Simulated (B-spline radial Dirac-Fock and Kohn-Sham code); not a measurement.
ΔSCF core binding energies without Breit or QED terms, calculated with a B-spline atomic structure program.

A sound run for the Cd⁵⁺ ion in the configuration [Kr] 4d7: The ground state converged in 10 iterations, with total energy -5586.66335 Ha, virial ratio 1.95347 and highest orbital energy -89.19 eV. ΔSCF binding energies: K (1s) 26883.5 eV, L3 (2p3/2) 3633.7 eV, M5 (3d5/2) 491.9 eV.

A second run, with one unsound setting: The ground state converged in 8 iterations, with total energy -5124.83785 Ha, virial ratio 2.00388 and highest orbital energy -129.02 eV. ΔSCF binding energies: K (1s) 27501.7 eV, L3 (2p3/2) 4085.5 eV, M5 (3d5/2) 730.0 eV.

```
iter   energy (Ha)        error
   1    -5105.39566500  5.53e+00
   2    -5124.74883362  3.83e-01
   3    -5124.81402453  1.79e-01
   4    -5124.83131005  8.48e-02
   5    -5124.83778643  5.11e-03
   6    -5124.83784403  4.20e-04
   7    -5124.83784522  1.40e-05
   8    -5124.83784523  1.25e-07
```

Q: Which fault fits the second run best?
A. functional not served
B. mesh too coarse
C. tolerance below the noise
D. unbound anion

A: B. The input had h = 2.0: h is too large to resolve the orbitals.
